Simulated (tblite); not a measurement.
C$_{6}$H$_{15}$Ge (SMILES C[CH2][Ge]([CH2]C)[CH2]C), doublet, at a GFN2-xTB geometry; tblite 0.6.0 with GFN1-xTB.

The tblite input:
```
$ tblite run mol.xyz --method gfn1 --charge 0 --spin 1 --guess eeq --json tblite.json --no-restart

# file mol.xyz
22

C     -1.57145872    -2.22150581     0.50969305
C     -0.91245259    -1.81003440    -0.79572773
Ge     0.12284013    -0.04244397    -0.62153642
C     -1.27114751     1.29773669     0.07701204
C     -0.71820881     2.68061609     0.36771047
C      1.39590716    -0.35918176     0.96575665
C      2.63117550     0.52419284     0.98083164
H     -2.06971566    -3.18549676     0.39762252
H     -0.83442010    -2.31321421     1.30514925
H     -2.31784538    -1.49110771     0.81428645
H     -0.21367059    -2.58178824    -1.12011506
H     -1.66357524    -1.70263136    -1.57837238
H     -2.08559551     1.36184177    -0.64482459
H     -1.66887252     0.85558435     0.99195532
H      0.07903594     2.62772987     1.10646475
H     -1.49685001     3.33713303     0.75788393
H     -0.31609015     3.13257028    -0.53717094
H      0.80258919    -0.18947991     1.86580780
H      1.69259015    -1.40829896     0.94840887
H      2.35619036     1.57694453     0.98932034
H      3.24136662     0.34191919     0.09825833
H      3.24108864     0.32555962     1.86283402
```

### Question
Predict the main parts of the log of this tblite run.

### Answer

```
xTB calculator
 | screened Coulomb repulsion
 | Coulomb electrostatics
 |  * isotropic Klopman-Ohno-Mataga-Nishimoto electrostatics
 |  * onsite third-order electrostatics
 | DFT-D3(BJ) dispersion correction

halogen bonding energy    0.0000000000000E+00 Eh
repulsion energy          3.0159159316874E-01 Eh
dispersion energy        -9.1813927680019E-03 Eh
number of electrons       4.3000000000000E+01 e
integral cutoff           4.0000000000000E+01 bohr

------------------------------------------------------------
  cycle        total energy    energy error   density error
------------------------------------------------------------
      1     -22.33714543914  -2.2629556E+01   5.2077115E-01
      2     -22.36390807494  -2.6762636E-02   3.1479444E-01
      3     -22.26673509365   9.7172981E-02   9.9366759E-02
      4     -22.37428951934  -1.0755443E-01   2.0305156E-02
      5     -22.37524579916  -9.5627981E-04   2.0267045E-03
      6     -22.37526667603  -2.0876878E-05   1.4176432E-03
      7     -22.37527424390  -7.5678706E-06   2.7560116E-04
      8     -22.37527438149  -1.3759018E-07   9.2472695E-05
      9     -22.37527433487   4.6620151E-08   1.0778904E-04
     10     -22.37527439715  -6.2275593E-08   1.4897330E-05
------------------------------------------------------------

electronic energy        -2.2667684597550E+01 Eh
total energy             -2.2375274397149E+01 Eh

Post processing:
 | Mayer-Wiberg bond orders

[Info] JSON dump of results written to 'tblite.json'
```
